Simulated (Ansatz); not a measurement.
**Molecular dynamics of CO**

The input (input.yaml):

```yaml
crystal:
  lattice:
    - [9.101727, 0.0, 0.0]
    - [0.0, 9.101727, 0.0]
    - [0.0, 0.0, 9.101727]
  atoms:
    - { symbol: O, position: [0.18649997, 0.11940171, 0.14389909] }
    - { symbol: C, position: [0.08615458, 0.04724755, 0.14314288] }
    - { symbol: O, position: [0.8147929, 0.2990869, 0.8785977] }
    - { symbol: C, position: [0.82278883, 0.20186662, 0.95879471] }
    - { symbol: O, position: [0.71639998, 0.65558439, 0.66671309] }
    - { symbol: C, position: [0.62006765, 0.60638459, 0.6083104] }
    - { symbol: O, position: [0.72261313, -0.02546179, 0.55594857] }
    - { symbol: C, position: [0.72842008, -0.05983545, 0.43540909] }
    - { symbol: O, position: [0.71071954, 0.79660838, 0.01499675] }
    - { symbol: C, position: [0.62095602, 0.8567368, -0.05126034] }
    - { symbol: O, position: [0.33691122, 0.44237749, 0.9294625] }
    - { symbol: C, position: [0.45888498, 0.44896897, 0.90259085] }
    - { symbol: O, position: [0.06358703, 0.19136995, 0.60892662] }
    - { symbol: C, position: [-0.01350267, 0.21725927, 0.51351658] }
    - { symbol: O, position: [0.21017574, 0.49882233, 0.56261039] }
    - { symbol: C, position: [0.20736325, 0.55354327, 0.45390783] }
    - { symbol: O, position: [0.79657748, 0.42562256, 0.23548914] }
    - { symbol: C, position: [0.74683678, 0.52548158, 0.29210468] }
    - { symbol: O, position: [0.27606439, 0.91585226, 0.52687233] }
    - { symbol: C, position: [0.38723133, 0.8873753, 0.47624143] }
basis:
  ecutwfc: 420.0
kpoints:
  mp_grid: { grid: [1, 1, 1] }
hamiltonian:
  xc: pbe
  dispersion: d3bj
scf:
  occupations: { method: fermi_dirac, width: 0.02 }
  lower_state_search: "off"
md:
  timestep: 1
  n_steps: 400
  ensemble: nve
  temperature: 300.0
  initial_velocities: maxwell_boltzmann
  seed: 462208
```

Launched with:

```bash
$ ansatz run input.yaml --threads 1 --pin off --max-ram 3072MiB --backend cpu --events-out ev --progress --plain --runs-dir out
```

It goes on from the last frame of an earlier run, with new velocities.

Output, in part (step lines):

```
md step     0: t =     0.00 fs  T =   300.0 K  F+E_penalty+E_count = -8166.66175707 eV  E_kin = 0.736782 eV  conserved = -8165.92497508 eV  (9 SCF iters)
md step     1: t =     1.00 fs  T =   299.1 K  F+E_penalty+E_count = -8166.65946185 eV  E_kin = 0.734538 eV  conserved = -8165.92492397 eV  (8 SCF iters)
md step     2: t =     2.00 fs  T =   298.2 K  F+E_penalty+E_count = -8166.65712908 eV  E_kin = 0.732316 eV  conserved = -8165.92481284 eV  (8 SCF iters)
md step     3: t =     3.00 fs  T =   297.9 K  F+E_penalty+E_count = -8166.65617310 eV  E_kin = 0.731506 eV  conserved = -8165.92466714 eV  (8 SCF iters)
md step     4: t =     4.00 fs  T =   298.7 K  F+E_penalty+E_count = -8166.65825974 eV  E_kin = 0.733610 eV  conserved = -8165.92464974 eV  (8 SCF iters)
md step     5: t =     5.00 fs  T =   300.6 K  F+E_penalty+E_count = -8166.66309394 eV  E_kin = 0.738227 eV  conserved = -8165.92486733 eV  (5 SCF iters)
md step     6: t =     6.00 fs  T =   302.1 K  F+E_penalty+E_count = -8166.66708923 eV  E_kin = 0.741882 eV  conserved = -8165.92520675 eV  (4 SCF iters)
md step     7: t =     7.00 fs  T =   301.3 K  F+E_penalty+E_count = -8166.66525170 eV  E_kin = 0.739906 eV  conserved = -8165.92534563 eV  (4 SCF iters)
[... lines left out ...]
md step   400: t =   400.00 fs  T =   251.5 K  F+E_penalty+E_count = -8166.54177547 eV  E_kin = 0.617742 eV  conserved = -8165.92403378 eV  (8 SCF iters)
```

The steps, from the saved trajectory:

| time (fs) | T (K) | potential energy less start (eV) | conserved less start (meV/atom) |
| --- | --- | --- | --- |
| 0.0 | 300 | 0.000 | 0.00 |
| 13.0 | 296 | 0.009 | -0.02 |
| 26.0 | 282 | 0.045 | 0.03 |
| 39.0 | 280 | 0.049 | -0.01 |
| 52.0 | 273 | 0.065 | 0.00 |
| 65.0 | 261 | 0.095 | 0.01 |
| 78.0 | 259 | 0.101 | 0.01 |
| 91.0 | 261 | 0.096 | -0.02 |
| 104.0 | 251 | 0.121 | 0.04 |
| 117.0 | 261 | 0.095 | -0.01 |
| 130.0 | 267 | 0.080 | -0.01 |
| 143.0 | 264 | 0.088 | 0.03 |
| 156.0 | 280 | 0.050 | 0.00 |
| 169.0 | 292 | 0.020 | -0.03 |
| 182.0 | 284 | 0.040 | 0.06 |
| 195.0 | 301 | -0.003 | -0.03 |
| 208.0 | 296 | 0.009 | -0.01 |
| 221.0 | 278 | 0.055 | 0.03 |
| 234.0 | 279 | 0.051 | -0.01 |
| 247.0 | 270 | 0.073 | -0.02 |
| 260.0 | 249 | 0.128 | 0.06 |
| 273.0 | 259 | 0.099 | -0.03 |
| 286.0 | 255 | 0.110 | 0.00 |
| 299.0 | 250 | 0.123 | 0.03 |
| 312.0 | 263 | 0.092 | -0.01 |
| 325.0 | 256 | 0.107 | -0.02 |
| 338.0 | 237 | 0.157 | 0.06 |
| 351.0 | 246 | 0.133 | -0.04 |
| 364.0 | 238 | 0.152 | 0.00 |
| 377.0 | 233 | 0.166 | 0.03 |
| 390.0 | 254 | 0.112 | -0.02 |

The run went to its last step. The conserved energy stayed within 0.062 meV per atom of its start (net change 0.047 meV per atom), so the integration is sound. A run of 0.4 ps of so small a system gives no equilibrium averages. Limits of this set-up: coarse k mesh.

Mean squared displacements from the first frame to the last, about the centre of mass: O 2.00 Å², C 3.11 Å².

Last frame:

```xyz
20
Lattice="9.1017 0.0000 0.0000 0.0000 9.1017 0.0000 0.0000 0.0000 9.1017" Properties=species:S:1:pos:R:3
O 1.966 0.789 1.010
C 2.730 1.463 1.533
O 5.319 1.558 7.987
C 5.592 2.598 8.350
O 5.595 4.793 4.880
C 6.371 5.260 5.601
O 6.434 0.998 4.191
C 6.431 0.081 4.864
O 6.449 7.372 -0.478
C 5.860 6.540 -0.038
O 3.367 5.320 8.022
C 3.351 4.621 8.902
O 2.036 1.891 5.947
C 2.574 1.695 6.915
O 1.454 4.897 4.341
C 1.140 5.509 5.283
O 6.208 3.532 2.277
C 7.329 3.494 2.151
O 3.451 7.856 5.091
C 3.378 8.147 3.998
```

Run time: 17 min on 1 thread of Arm Neoverse V2 (shared host), peak memory 0.57 GiB.
